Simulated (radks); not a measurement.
The numbers below are computed, except where a source is named.
Problem. Valence configurations of the germanium ion Ge3+ (all share [Ar]). Level of theory: Dirac Kohn-Sham, BLYP, spin-unpolarised, spherical densities, finite nucleus; open shells are shared between the two j in proportion to 2j + 1; Fermi nuclear charge, rms radius 4.0742 fm (a radial shooting solver on a logarithmic mesh with Libxc functionals). Order these by energy: 3d10 4p1; 3d10 4s1; 3d9.5 4s1.5; 3d8 4p3; 3d8 4s2 4p1; 3d9 4s1 4p1; 3d9.5 4s1 4p0.5; 3d8 4s1 4p2; 3d9 4s2; 3d9.5 4p1.5.

Solution. From the lowest, in eV above it: 3d10 4s1 0.000; 3d10 4p1 10.439; 3d9.5 4s1.5 11.988; 3d9.5 4s1 4p0.5 17.349; 3d9 4s2 25.688; 3d9.5 4p1.5 28.168; 3d9 4s1 4p1 36.760; 3d8 4s2 4p1 70.295; 3d8 4s1 4p2 82.110; 3d8 4p3 94.031. NIST lists [Ar] 3d10 4s1 as the ground configuration; this level of theory agrees among the configurations tried. The energies are those of spherical spin-averaged densities, not of single terms.
